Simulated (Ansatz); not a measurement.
`CCNCS` + `CCBCC` → `CCB(CC)CC` + `NCS`  (formal exchange of groups at a C–N bond)

Gas-phase electronic energies from Ansatz, PBE0-D4/def2-TZVP geometries. CCSD(T)/CBS is the MP2 limit (def2-TZVPP, def2-QZVPP) plus CCSD(T) − MP2 in def2-TZVPP, frozen cores. Functionals use def2-TZVPP. One conformer a species, not always the lowest.

`CCNCS`:

Cartesian coordinates in Å:
```
C 1.591 -0.873 -0.239
C 0.128 -1.130 0.101
N -0.620 0.002 0.617
C -0.771 1.096 -0.304
S -1.760 2.433 0.398
H 2.074 -1.792 -0.581
H 2.138 -0.515 0.638
H 1.701 -0.130 -1.031
H 0.061 -1.929 0.845
H -0.398 -1.497 -0.787
H -0.228 0.337 1.489
H 0.163 1.597 -0.603
H -1.243 0.723 -1.217
H -2.836 1.678 0.675
```

`CCBCC`:

Z-matrix (Å, degrees):
```
C
C 1 1.524
H 1 1.093 2 111.1
H 1 1.093 2 111.0 3 119.1
H 1 1.093 2 112.2 3 -120.1
B 2 1.559 1 117.6 3 -67.0
H 2 1.097 1 111.4 3 63.7
H 2 1.107 1 109.2 3 177.8
C 6 1.558 2 122.3 1 154.2
H 6 1.207 2 118.8 1 -25.8
C 9 1.524 6 117.6 2 154.8
H 9 1.107 6 101.8 2 -85.9
H 9 1.097 6 111.6 2 24.2
H 11 1.093 9 111.0 6 52.2
H 11 1.093 9 111.1 6 -66.9
H 11 1.093 9 112.2 6 173.0
```

`CCB(CC)CC`:

Cartesian coordinates in Å:
```
C -0.994 0.407 -2.283
C 0.303 0.298 -1.493
B 0.229 0.023 0.052
C 1.524 0.231 0.921
C 1.446 1.626 1.562
C -1.083 -0.501 0.742
C -1.114 -2.030 0.575
H -1.607 -0.492 -2.172
H -0.814 0.550 -3.351
H -1.598 1.250 -1.938
H 0.916 -0.530 -1.887
H 0.938 1.178 -1.666
H 2.443 0.164 0.328
H 1.594 -0.516 1.720
H 2.316 1.825 2.191
H 0.557 1.729 2.190
H 1.404 2.413 0.804
H -1.103 -0.264 1.811
H -1.990 -0.080 0.296
H -0.234 -2.500 1.024
H -1.137 -2.319 -0.479
H -1.995 -2.463 1.053
```

`NCS`:

```xyz
8

N    -0.005    1.127   -0.162
C     0.448   -0.232    0.021
S    -0.422   -1.084    1.361
H     0.554    1.593   -0.868
H    -0.970    1.149   -0.465
H     1.494   -0.213    0.338
H     0.389   -0.875   -0.865
H    -1.488   -1.464    0.640
```

```
             level  ΔE (kcal/mol)  difference from CCSD(T)/CBS
            PBE-D4          -12.4                          0.5
         r2SCAN-D4          -12.5                          0.4
           PBE0-D4          -12.4                          0.5
           ωB97X-V          -11.6                          1.3
           ωB97M-V          -12.5                          0.4
               PBE          -11.1                          1.8
            r2SCAN          -12.1                          0.8
              PBE0          -11.3                          1.6
SCS-MP2/def2-TZVPP          -12.1                          0.8
    CCSD/CBS(def2)          -12.6                          0.3
       CCSD(T)/CBS          -12.9                            0
```

Largest T1 diagnostic among the species: 0.010.

In def2-TZVPP, CCSD(T) changes the Hartree–Fock value by −3.7 kcal/mol (the triples alone add −0.3 kcal/mol) and MP2 by −4.4 kcal/mol. The D4 term adds −1.8 kcal/mol with B3LYP and −1.1 kcal/mol with PBE0; it sums over pairs of atoms, weighted by their polarisabilities, and B3LYP, whose exchange is more repulsive, gets the larger term.

B3LYP here is the variant with VWN-RPA as its local correlation; programs differ in this.
